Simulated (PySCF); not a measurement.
BH₂N, SMILES B=N. Geometry: PBE0-D3(BJ)/def2-TZVPD.

Computed equilibrium geometry at PBE0-D3(BJ)/def2-TZVPD (PySCF confirms it by a frequency run) as Cartesian coordinates in Å, and its point group:
point group C∞v.
```xyz
4

B      0.0000     0.0000     0.6917
N      0.0000     0.0000    -0.5412
H      0.0000     0.0000     1.8633
H      0.0000     0.0000    -1.5331
```
